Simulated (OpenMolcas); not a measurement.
## Fe2+: ligand-field states by method

Fe2+ with 6 ligands (fluoride) in octahedral coordination (Oh) at 2.09 Å. A charge of +0.667 e stands 2.6 Å behind each ligand. Ligand basis ANO-RCC-VDZP.
```
Fe    0.0000    0.0000    0.0000
F     2.0900    0.0000    0.0000
F     0.0000    2.0900    0.0000
F    -2.0900    0.0000    0.0000
F     0.0000   -2.0900    0.0000
F     0.0000    0.0000    2.0900
F     0.0000    0.0000   -2.0900
```

| Property | Result |
| --- | --- |
| Program | OpenMolcas 26.06 |
| Basis | ANO-RCC-VTZP [6s5p3d2f1g] |
| Scalar Hamiltonian | DKH2, point nucleus |
| Active space | 6 electrons in 5 orbitals (3d) |
| State averaging | 2S+1 = 5 even, 5 roots; 2S+1 = 3 even, 45 roots; 2S+1 = 1 even, 50 roots |
| Spin-orbit coupling | state interaction with AMFI integrals over the reference wave functions |

I. CASSCF
II. SS-CASPT2, IPEA 0.25 Eh, imaginary shift 0.1 Eh (closed shells correlated: 3s 3p and the ligand valence shells)
III. SS-CASPT2, IPEA 0.25 Eh, real shift 0.3 Eh (closed shells correlated: 3s 3p and the ligand valence shells)

Spin-free states (labels of O, the rotations of Oh) in cm-1, each column counted from its own energy of the first state listed:

```
State  Degeneracy      I     II    III
  5T2           3      0      0      0
   5E           2   6508   7560   7550
  3T1           3  18421  15740  15730
  3T2           3  21086  17390  17410
  3T1           3  23260  20480  20480
  1A1           1  24094  20740  20720
   3E           2  25729  22680  22690
  3T2           3  26083  21750  21780
  3T1           3  26593  22470  22490
  1T1           3  28501  24200  24200
  3A2           1  29938  25810  25830
  3T2           3  30052  25750  25770
  3T1           3  30418  27840  27840
   3E           2  31559  28320  28330
  1T2           3  32643  28150  28170
  3A1           1  34021  30690  30700
   1E           2  34750  30360  30380
  1A1           1  35690  30310  30340
  3T1           3  35965  34290  34270
  1T2           3  37173  32610  32630
```

From I to II, I's first state of the same spin (5E) moves from 6508 to 7560 cm-1, by about +1100 cm-1.

From I to II, I's first state of another spin (3T1) moves from 18421 to 15740 cm-1, by about -2700 cm-1.

χT at 300 K: I 4.12, II 4.10, III 4.10 cm3 K/mol.

Roots that are degenerate in the reference are averaged as groups; the widest CASPT2 spread within a group is 200 cm-1 (the 2-fold group of multiplicity 1 near 30400 cm-1 above the lowest state of its run, II). Shifts and gaps below about the spread of the groups concerned are not significant. Over all roots computed the reference weight is 0.70 to 0.71 in II, 0.73 to 0.74 in III; a low but even weight reflects the number of correlated electrons. An orbital triplet at a regular site is open to Jahn-Teller coupling, which can distort the site and quench the lowest spin-orbit gaps and is left out. Ligand-to-metal charge-transfer states are missing. Without dynamic correlation the repulsion within the d shell is too large (B by tens of per cent), so at a given field states of lower spin stand too high (holds for I). With no ligand orbital active B as a rule stays too high, so bands that hang on it stand too high and its fall with covalency is understated (holds for I). With metal d orbitals alone and no dynamic correlation the field as a rule comes out too small, by tens of per cent, by up to half for chloride and softer ligands, and with too little covalency χT stands high (holds for I). A single d shell leaves out the double-shell effect, which counts most for late 3d ions, where the CASPT2 field can be off either way by tens of per cent (holds for II; III). These CASPT2 states fit no ligand-field parameters well, so their order and spin gaps are uncertain (holds for II; III). For late 3d ions with one d shell CASPT2 can put B and the spin-flip bands somewhat low as well as high (holds for II; III). With one d shell and no ligand orbital active, 10Dq can be off by tens of per cent for divalent 3d ions, low with halides held by bare charges and at times high in hosts (holds for II; III). Free-ion shares, where given, are those of the reference states; single-state CASPT2 does not remix them (holds for II; III). No measured value stands beside these numbers; the geometry was imposed, not optimised, and the real ion may take another.
